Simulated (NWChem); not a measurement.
System: GeH$_{2}$O, singlet; SMILES [GeH][OH]

```xyz
4

Ge     0.0526    -0.3946     0.0000
H     -1.5823    -0.5272     0.0000
O      0.0882     1.4179     0.0000
H     -0.8053     1.8114     0.0000
```
Atoms are numbered in this order, from 1.

All runs: NWChem. Pople sets run with spherical d functions. Low-valent species are run as closed-shell singlets; no triplet was tried in these runs. All runs use the structure optimised with PBE-D3(BJ)/def2-SVP.

Taking Hartree-Fock/6-311G** as the yardstick, which of these has the fewest basis functions while keeping “highest occupied level (eV)” within 0.1 eV of it: Hartree-Fock/3-21G; Hartree-Fock/STO-3G; Hartree-Fock/6-31G*?

Hartree-Fock/6-31G*.
| level | basis functions | highest occupied level (eV) |
|---|---|---|
| Hartree-Fock/STO-3G | 25 | -6.49 |
| Hartree-Fock/3-21G | 35 | -9.18 |
| Hartree-Fock/6-31G* | 50 | -9.43 |
| Hartree-Fock/6-311G** | 74 | -9.47 |

The yardstick is one finite set, not the basis-set limit.
